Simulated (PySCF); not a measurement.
**Question.** Give a PBE0-D3(BJ)/def2-SVP geometry of `COCC(C)(C)CF`.

**Answer.** 
```xyz
21
C6H13FO angstrom
C      2.796    0.432    0.944
O      1.435    0.578    0.693
C      0.912   -0.399   -0.158
C     -0.566   -0.130   -0.423
C     -1.121   -1.246   -1.307
C     -0.744    1.229   -1.100
C     -1.294   -0.132    0.918
F     -2.643    0.066    0.734
H      3.396    0.486    0.015
H      3.108    1.248    1.610
H      3.026   -0.533    1.439
H      1.037   -1.409    0.290
H      1.459   -0.411   -1.125
H     -0.630   -1.252   -2.293
H     -2.199   -1.106   -1.462
H     -0.973   -2.236   -0.846
H     -0.317    1.220   -2.115
H     -0.239    2.016   -0.522
H     -1.812    1.480   -1.178
H     -0.905    0.668    1.567
H     -1.155   -1.101    1.429
```

Any rigid rotation of these coordinates is as good. Atoms count from 1 in this order. Of the pairs four or more bonds apart, O2···H20 is among the closest relative to their van der Waals radii: 2.50 Å, 92 % of the sum of Bondi's values. All 4 C–C bonds measure 1.526 to 1.529 Å.

Bonds between heavy atoms (Å): C1–O2 1.392, O2–C3 1.397, C3–C4 1.526, C4–C5 1.528, C4–C6 1.529, C4–C7 1.526, C7–F8 1.375.

Level of theory: PBE0-D3(BJ)/def2-SVP geometry optimisation, gas phase in PySCF.

Point group: C1 (no symmetry element, even within 0.4 Å). Stationary, but not proved a minimum. The numbers are those of one conformer (C1–O2–C3–C4 -178°, O2–C3–C4–C5 -178°, C3–C4–C7–F8 -178°).

The run took about 70 s of CPU time (one thread, shared machine). This is the geometry optimisation.
